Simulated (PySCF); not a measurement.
Species: C6H4BrF.
Atom-mapped SMILES: `[F:1][c:2]1[cH:3][cH:4][cH:5][cH:6][c:7]1[Br:8]` (hydrogens: H9 on C3; H10 on C4; H11 on C5; H12 on C6)

The calculation used PBE0-D3(BJ)/def2-SVP geometry optimisation, gas phase (PySCF).

(1) What internal coordinates does the optimisation give?

## Answers

(1) 
| bond | length (Å) | order |
| --- | --- | --- |
| F1–C2 | 1.325 | single |
| C2–C3 | 1.389 | aromatic |
| C3–C4 | 1.393 | aromatic |
| C4–C5 | 1.394 | aromatic |
| C5–C6 | 1.393 | aromatic |
| C6–C7 | 1.395 | aromatic |
| C7–Br8 | 1.877 | single |
| C2–C7 | 1.396 | aromatic |
| C3–H9 | 1.092 | single |
| C4–H10 | 1.092 | single |
| C5–H11 | 1.092 | single |
| C6–H12 | 1.091 | single |

Orders are formal, as drawn. A selection of angles:
| angle | degrees |
| --- | --- |
| F1–C2–C3 | 119.4 |
| F1–C2–C7 | 120.0 |
| C3–C2–C7 | 120.6 |
| C2–C3–C4 | 119.7 |
| C2–C3–H9 | 118.4 |
| C4–C3–H9 | 121.9 |
| C3–C4–C5 | 120.2 |
| C3–C4–H10 | 119.6 |
| C5–C4–H10 | 120.2 |
| C4–C5–C6 | 120.0 |
| C4–C5–H11 | 120.4 |
| C6–C5–H11 | 119.6 |
| C5–C6–C7 | 120.0 |
| C5–C6–H12 | 120.9 |
| C7–C6–H12 | 119.1 |
| C6–C7–Br8 | 120.9 |
| C2–C7–C6 | 119.6 |
| C2–C7–Br8 | 119.5 |

The 6-membered ring C2–C3–C4–C5–C6–C7 has internal angles of 119.6° to 120.6°; it is planar, 0.00 Å rms from its mean plane, widest ring torsion 0°. The 8 heavy atoms lie in one plane (0.001 Å rms).

Point group: Cs (tolerance 0.08 Å). PBE0-D3(BJ)/def2-SVP frequencies: not computed here.

Hardware: one thread of an Intel Xeon at 2.30 GHz, shared host. Cost: 75 s, 0.61 GiB resident at most. That covers the optimisation of the geometry.
